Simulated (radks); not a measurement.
Values are calculated unless marked as measured or tabulated.
Task: The mean radii <r> (bohr) of the occupied orbitals of an atom or ion are listed with their occupations. Level of theory: Dirac Kohn-Sham, LB94 model potential, spin-unpolarised, spherical densities, finite nucleus; Fermi nuclear charge, rms radius of each element as measured or else 0.836 A^(1/3) + 0.57 fm (a radial shooting solver on a logarithmic mesh with Libxc functionals).

orbital  occ.      <r>
1s1/2       2  0.01766
2s1/2       2  0.07145
2p1/2       1  0.05843

Name the element and its charge. Open shells, if any, fill j = l - 1/2 first.

Result: Z = 76, osmium, charge +71: Os71+ in [He] 2s2 2p1. The 1s radius gives Z: for a bare nucleus <r> = (2 gamma + 1)/(2Z) with gamma = sqrt(1 - (Z/c)^2), 0.01753 bohr for Z = 76, and screening makes it slightly larger (0.01766 here). The occupations add up to 5, and the charge is Z minus that.
